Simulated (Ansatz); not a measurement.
BH$_{5}$O$_{2}$SiTe, SMILES `OB(O)[Te][SiH3]`, charge 0, multiplicity 1.

**Question.** Give a relaxed structure at PBE0-D4/def2-TZVP (the Gaussian-basis code of Ansatz). (An estimate is asked.)

**Answer.** Computed: 
Cartesian coordinates in Å:
```
O -0.835 1.413 0.382
B -1.140 0.666 -0.707
O -2.203 0.989 -1.480
Te -0.021 -1.091 -1.404
Si 1.482 -1.222 0.572
H -0.038 1.136 0.846
H -2.655 1.778 -1.163
H 2.857 -1.570 0.136
H 1.530 0.114 1.240
H 1.023 -2.211 1.578
```
This is one stationary point; other conformers may exist.
